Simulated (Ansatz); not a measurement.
FeNO₃H⁺, that is FeO3(NH) with one electron fewer: single points at one geometry.

```yaml
crystal:
  periodic: [false, false, false]
  atoms:
    - {symbol: Fe, position_ang: [0.266042, 0.298437, 0.085122]}
    - {symbol: O, position_ang: [0.085162, 0.212817, 1.669030]}
    - {symbol: O, position_ang: [1.778961, 0.506603, -0.320477]}
    - {symbol: O, position_ang: [-0.659041, 1.481966, -0.455492]}
    - {symbol: N, position_ang: [-0.235804, -1.139979, -0.598396]}
    - {symbol: H, position_ang: [-1.235320, -1.359833, -0.379788]}
basis:
  gaussian: {orbitals: def2-TZVP, initial_orbitals: start.molden}
total_charge: 1
magnetization: {spin_polarized: true, initial_magnetization: 1}
hamiltonian: {xc: r2scan, dispersion: d4}
scf: {omitted_lower_state_checks: [starts]}
output: {orbitals: {seedname: orbitals}}
```

The file start.molden holds the orbitals of an earlier run on this structure, at another level or in another basis.

```sh
$ ansatz run in.yaml --threads 4 --pin off --events-out ev --progress --plain --max-ram 3916MiB
```

Output, abridged:

```
Functional definition: r2SCAN
1088 factors; their error is unknown
mean field evaluation 1: about -42019.1053 eV, gradient 5.6e0 eV
mean field evaluation 2: about -42019.3793 eV, gradient 6.9e-1 eV
mean field evaluation 4: about -42019.4205 eV, gradient 3.6e-2 eV
mean field evaluation 8: about -42019.3984 eV, gradient 1.9e-5 eV
mean field evaluation 16: about -42019.3984 eV, gradient 1.0e-5 eV
mean field -42019.39837158 eV, -1544.1844083846 hartree, gradient 1.0e-5 eV, S^2 1.258252; 0 other end points of the search recorded, 0 dependent functions left out
reference -42019.39838274 eV, -1544.1844087945 hartree; 29, 28 occupied and 146, 147 virtual orbitals, 1088 factors
Total energy: -42019.42483325 eV, -1544.1853808329 hartree
Checks for a lower state left out: starts
```

Hardware: 4 threads of Arm Neoverse V1 on a shared host. Wall time 11 s.

First input, but with `hamiltonian: {xc: pbe, dispersion: d4}` (abridged; 3.8 s):

```
Functional definition: PBE
mean field -42010.72014008 eV, -1543.8654892591 hartree, gradient 1.3e-5 eV, S^2 0.878307
Total energy: -42010.83901606 eV, -1543.8698578707 hartree
Checks for a lower state left out: starts
```

The first input with `hamiltonian: {xc: pbe0, dispersion: d4}` (abridged; 13 s):

```
Functional definition: PBE0
mean field -42006.13596067 eV, -1543.6970237729 hartree, gradient 1.3e-5 eV, S^2 1.878147
Total energy: -42006.23464642 eV, -1543.7006504076 hartree
Checks for a lower state left out: starts
```

Geometry: PBE-D4/def2-SVP, that of the neutral singlet.

At r2SCAN-D4/def2-TZVP, PBE-D4/def2-TZVP, PBE0-D4/def2-TZVP the charge 1 doublet is spin-contaminated (final ⟨S²⟩ up to 1.88, 0.75 for a pure state).
